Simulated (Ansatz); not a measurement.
Complex (SMILES): [SiH4] (SiH4) with [H][H] (H2), atoms 1 to 5 the first; geometry from B3LYP-D3(BJ)/def2-TZVP, monomers rigid:
```xyz
7

Si     0.0572    -0.2137    -0.1147
H      1.0024     0.6011     0.6813
H     -0.6863    -1.1236     0.7855
H     -0.8976     0.6793    -0.8090
H      0.8074    -1.0085    -1.1129
H     -1.6187     1.7089     2.1168
H     -2.0030     2.1245     2.5994
```

Basis-set convergence of the counterpoise-corrected interaction energy at HF with Ansatz (a first-principles code). Cartesian d functions, on some or all atoms, in 6-31G*; all else is spherical. No added dispersion term, no relativity. Functions are those of the species that has most. Reference: the value in aug-pcseg-3, 0.34 kcal/mol. Deviations are taken from unrounded values.

| basis | functions | counterpoise-corrected interaction energy (kcal/mol) | minus reference (kcal/mol) |
|---|---|---|---|
| pcseg-0 | 25 | 0.32 | -0.02 |
| def2-SV(P) | 30 | 0.29 | -0.05 |
| 6-31G* | 31 | 0.29 | -0.05 |
| def2-SVP | 48 | 0.33 | -0.01 |
| cc-pV(D+d)Z | 53 | 0.33 | -0.01 |
| def2-TZVP | 73 | 0.34 | 0.00 |
| aug-pcseg-1 | 81 | 0.34 | 0.00 |
| aug-cc-pV(D+d)Z | 86 | 0.33 | -0.01 |
| 6-311++G(2d,2p) | 95 | 0.34 | 0.00 |
| def2-TZVPD | 97 | 0.34 | 0.00 |
| cc-pV(T+d)Z | 123 | 0.35 | 0.01 |
| def2-TZVPPD | 150 | 0.34 | 0.00 |
| aug-pcseg-2 | 188 | 0.34 | 0.00 |
| aug-cc-pV(T+d)Z | 193 | 0.34 | 0.00 |
| def2-QZVPP | 250 | 0.34 | 0.00 |
| def2-QZVPPD | 274 | 0.34 | 0.00 |
| aug-pcseg-3 | 383 | 0.34 | 0.00 |
| cc-pV(5+d)Z | 430 | 0.34 | 0.00 |

The smallest set listed that lies within 0.1 kcal/mol of the reference with all its larger relatives (same family, alike in diffuse functions; a set with none counts only in the reference's own line) is pcseg-0 (25 functions, -0.02 kcal/mol off). (Relatives not listed, tested too: pcseg-1 -0.02, 6-31G** -0.03, 6-311G** -0.01, pcseg-2 0.00, def2-TZVPP 0.00, jun-cc-pV(T+d)Z 0.00, 6-311++G(3df,3pd) 0.00, cc-pV(Q+d)Z 0.00, def2-QZVP 0.00, pcseg-3 0.00, aug-cc-pV(Q+d)Z 0.00 kcal/mol.)
